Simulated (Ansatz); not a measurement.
Gas-phase electronic energies from Ansatz, PBE0-D4/def2-TZVP geometries. CCSD(T)/CBS is the MP2 limit (def2-TZVPP, def2-QZVPP) plus CCSD(T) − MP2 in def2-TZVPP, frozen cores. This one scheme is used for every species, atoms too. Functionals use def2-TZVPP. B3LYP here is the variant with VWN-RPA as its local correlation; programs differ in this. HSE06 is defined as in plane-wave codes. No spin–orbit coupling; open shells (•) take unrestricted orbitals. Spin–orbit coupling would lower the free atoms: a little for B, Si.

Consider the atomization: `[SiH3][SiH]1BN1` → B• + 6 H• + N• + 2 Si•.

| level | ΔE (kcal/mol) | difference from CCSD(T)/CBS |
| --- | --- | --- |
| PBE-D4 | 781.3 | 10.0 |
| PBE0-D4 | 772.1 | 0.8 |
| r2SCANh-D4 | 772.2 | 0.9 |
| BHLYP-D4 | 760.0 | -11.3 |
| B2PLYP | 764.4 | -6.9 |
| r2SCAN | 775.0 | 3.7 |
| PBE0 | 768.0 | -3.3 |
| B3LYP | 768.4 | -2.9 |
| HSE06 | 768.7 | -2.6 |
| CAM-B3LYP | 774.0 | 2.7 |
| CCSD(T)/CBS | 771.3 | 0 |

Largest T1 diagnostic among the species: 0.015.

Leaving LDA and LC-ωPBE aside and taking each functional with its dispersion term where it has one, the values spread over 21.4 kcal/mol, from BHLYP-D4 to PBE-D4. LDA lies +96.3 kcal/mol from PBE without D4, its usual overbinding. From r2SCAN to r2SCAN0 (25 % exact exchange), in def2-TZVPP and without D4, ΔE moves by −9.9 kcal/mol: exact exchange takes away binding that semilocal exchange gives to molecules. At CCSD(T), def2-SVP lies −51.6 kcal/mol from the extrapolated value and def2-TZVPP −22.3 kcal/mol: correlation converges slowly with the basis, and small sets miss more of it in the bonded molecule than in its fragments.

For atomizations the MP2-based limit and the directly extrapolated one differ by several kJ/mol either way, and by 10 to 25 for some Ge, Se and Sn compounds, so smaller differences from it don't rank the levels.
